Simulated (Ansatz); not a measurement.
`COC1OB1F`, relaxed with RKS PBE-D4/def2-SVP in the Gaussian-basis code of Ansatz from a rough embedded geometry. The force threshold is 0.03 eV/Å; the program also tests the step.

Charge 0, multiplicity 1.

Start:

```xyz
10

C    -1.472    0.020    0.177
O    -0.441   -0.016   -0.861
C     0.717    0.507   -0.317
O     1.828    0.341   -1.055
B     1.819   -0.552    0.099
F     1.993   -1.866    0.647
H    -2.353   -0.452   -0.290
H    -1.133   -0.624    1.039
H    -1.672    1.070    0.421
H     0.715    1.572    0.140
```

(1) By how much does the energy fall, and how many steps does the optimiser take? (Estimate.)

(2) Which bonds change most? (An estimate is asked.)

(3) Give the relaxed structure. (Estimate.)

Results:

(1) Computed: 1.44 eV, in 6 steps.

(2) Ansatz gave: C3–O4 from 1.345 to 1.514 Å; O4–B5 from 1.459 to 1.342 Å; B5–F6 from 1.434 to 1.320 Å; C3–B5 from 1.584 to 1.527 Å.

(3) The calculation gave: 
```xyz
10

C    -1.557    0.045    0.141
O    -0.493    0.098   -0.792
C     0.718    0.435   -0.216
O     1.875    0.032   -1.105
B     1.790   -0.615    0.068
F     2.452   -1.583    0.674
H    -2.464   -0.256   -0.417
H    -1.365   -0.697    0.951
H    -1.748    1.036    0.618
H     0.790    1.506    0.078
```
